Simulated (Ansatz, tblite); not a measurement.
Cost and result up the ladder for Si₂Se (3 atoms). Total charge 0; singlet. Geometry: PBE-D4/def2-TZVP.

```tsv
atom	x (Å)	y (Å)	z (Å)
Si1	-0.7074	-0.8928	-0.7660
Si2	-0.4135	1.2875	0.2359
Se3	1.1209	-0.3947	0.5301
```

Ansatz on 4 threads of Arm Neoverse V2 on a shared host; xTB runs through tblite on one thread. Times are rough, summed over both states, and most runs start from the orbitals of an earlier one. PBE-QIDH/def2-TZVP serves as the yardstick here, not as an exact answer. The other state is a triplet at its own geometry.

The xTB rows come from tblite. LC-ωPBE has ω = 0.4 bohr⁻¹. Correlated methods freeze 19 core orbitals; core or outer-core shells of Se are correlated, in sets that lack core-valence functions. The structure comes from a short search, and lower isomers may exist.

Run but left out: HF/STO-3G (singlet: restricted singlet, unstable in another Hartree–Fock run and untested here); HF/def2-TZVP, HF/def2-TZVPP (singlet: restricted singlet, unstable towards broken spin symmetry).

Correlated methods converge slowly with the basis.

xTB has no spin-polarisation term.

```csv
level,functions,wall time
GFN1-xTB,27,0.004 s
GFN2-xTB,27,0.004 s
PBE-D4/def2-TZVP,122,1.6 s
MP2/def2-TZVP,122,1.9 s
RPA@PBE/def2-TZVP,122,2.9 s
CAM-B3LYP-D4/def2-TZVP,122,3 s
PBE0-D4/def2-TZVP,122,3.9 s
LC-ωPBE/def2-TZVP,122,4.3 s
PBE-QIDH/def2-TZVP,122,4.7 s
B2PLYP/def2-TZVP,122,4.7 s
r2SCAN-D4/def2-TZVP (with forces),122,4.9 s
ωB97X-V/def2-TZVP,122,8.7 s
CCSD(T)/def2-TZVPP,132,9.6 s
```

Estimate what each level gives for the triplet − singlet (eV).


```json
{"level": "GFN1-xTB", "triplet − singlet (eV)": "0.76", "difference from PBE-QIDH/def2-TZVP (eV)": "-0.13", "remarks": "–"}
{"level": "GFN2-xTB", "triplet − singlet (eV)": "0.97", "difference from PBE-QIDH/def2-TZVP (eV)": "0.07", "remarks": "–"}
{"level": "PBE-D4/def2-TZVP", "triplet − singlet (eV)": "0.75", "difference from PBE-QIDH/def2-TZVP (eV)": "-0.15", "remarks": "–"}
{"level": "MP2/def2-TZVP", "triplet − singlet (eV)": "1.05", "difference from PBE-QIDH/def2-TZVP (eV)": "0.15", "remarks": "restricted SCF unstable (singlet)"}
{"level": "RPA@PBE/def2-TZVP", "triplet − singlet (eV)": "0.92", "difference from PBE-QIDH/def2-TZVP (eV)": "0.03", "remarks": "–"}
{"level": "CAM-B3LYP-D4/def2-TZVP", "triplet − singlet (eV)": "0.90", "difference from PBE-QIDH/def2-TZVP (eV)": "0.01", "remarks": "–"}
{"level": "PBE0-D4/def2-TZVP", "triplet − singlet (eV)": "0.78", "difference from PBE-QIDH/def2-TZVP (eV)": "-0.11", "remarks": "–"}
{"level": "LC-ωPBE/def2-TZVP", "triplet − singlet (eV)": "0.85", "difference from PBE-QIDH/def2-TZVP (eV)": "-0.05", "remarks": "–"}
{"level": "PBE-QIDH/def2-TZVP", "triplet − singlet (eV)": "0.90", "difference from PBE-QIDH/def2-TZVP (eV)": "0.00", "remarks": "–"}
{"level": "B2PLYP/def2-TZVP", "triplet − singlet (eV)": "0.92", "difference from PBE-QIDH/def2-TZVP (eV)": "0.02", "remarks": "–"}
{"level": "r2SCAN-D4/def2-TZVP (with forces)", "triplet − singlet (eV)": "0.66", "difference from PBE-QIDH/def2-TZVP (eV)": "-0.24", "remarks": "–"}
{"level": "ωB97X-V/def2-TZVP", "triplet − singlet (eV)": "1.00", "difference from PBE-QIDH/def2-TZVP (eV)": "0.10", "remarks": "–"}
{"level": "CCSD(T)/def2-TZVPP", "triplet − singlet (eV)": "0.98", "difference from PBE-QIDH/def2-TZVP (eV)": "0.08", "remarks": "restricted SCF unstable (singlet)"}
```
